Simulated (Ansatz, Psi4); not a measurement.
A ladder of methods for GaF (SMILES [F][Ga])

The species is GaF (2 atoms), meant as a singlet with charge 0. As SMILES, `[F][Ga]`. The shape is that of a PBE0-D4/def2-TZVP optimisation.

| atom | x (Å) | y (Å) | z (Å) |
| --- | --- | --- | --- |
| F | 0.0000 | 0.0000 | 0.0063 |
| Ga | 0.0000 | 0.0000 | 1.7929 |

Each level gives the energy change with the F1–Ga2 bond stretched from 1.787 to 3.930 Å (eV). The values are calculated.

```
                             level                    kind  program  value (eV)  CPU time (all runs)
    SVWN5/def2-TZVPPD (restricted)                     LDA   Ansatz        4.50                  7 s
   revPBE/def2-TZVPPD (restricted)                     GGA     Psi4        3.86                 56 s
   r2SCAN/def2-TZVPPD (restricted)                meta-GGA     Psi4        4.49                 79 s
    TPSSh/def2-TZVPPD (restricted)         hybrid meta-GGA     Psi4        4.37                 72 s
CAM-B3LYP/def2-TZVPPD (restricted)  range-separated hybrid     Psi4        4.59                 65 s
 PBE-QIDH/def2-TZVPPD (restricted)           double hybrid   Ansatz        4.82                9.6 s
  RPA@PBE/def2-TZVPPD (restricted)                     RPA   Ansatz        3.98                 19 s
  BCCD(T)/def2-TZVPPD (restricted)   coupled cluster or CI   Ansatz        4.74                 17 s
```

All-electron rows without a relativistic Hamiltonian named are non-relativistic. The first shape isn't each level's own minimum. The values span 3.86 to 4.82 eV. In the correlated wave-function rows the outer d shell of Ga is correlated, in sets not made for it. Times are those of the runs behind each value, whatever else they computed, on shared processors of several kinds: orders of magnitude only.
